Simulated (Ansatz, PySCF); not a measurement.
KF, SMILES [F][K]. Atoms are numbered in the order given.

```xyz
2

K      0.0000     0.0000    -0.7051
F      0.0000     0.0000     1.4962
```

Geometry: PBE0-D3(BJ)/def2-TZVPD.

Two levels are set side by side: PBE-D3(BJ)/def2-TZVPD (Ansatz, a program for electronic structure) and PBE0-D3(BJ)/def2-TZVPD (Ansatz). Each level has its own optimised geometry; the coordinates shown are those of the second. Frequencies come from the Hessian of PySCF at each geometry. Differences are taken from unrounded values.

| quantity | PBE0-D3(BJ) |
|---|---|
| bond K1–F2 (Å) | 2.201 |
| highest harmonic wavenumber (cm⁻¹) | 414 |
| mean harmonic wavenumber (cm⁻¹) | 414 |
| zero-point energy (kcal/mol) | 0.59 |

### Question
What does PBE-D3(BJ) give, and how far is it from PBE0-D3(BJ)? (An estimate is asked for; the answer gives what the named calculation found.)

### Answer

```tsv
quantity	PBE-D3(BJ)	PBE-D3(BJ) minus PBE0-D3(BJ)
bond K1–F2 (Å)	2.215	0.014
highest harmonic wavenumber (cm⁻¹)	401	-14
mean harmonic wavenumber (cm⁻¹)	401	-14
zero-point energy (kcal/mol)	0.57	-0.02
```
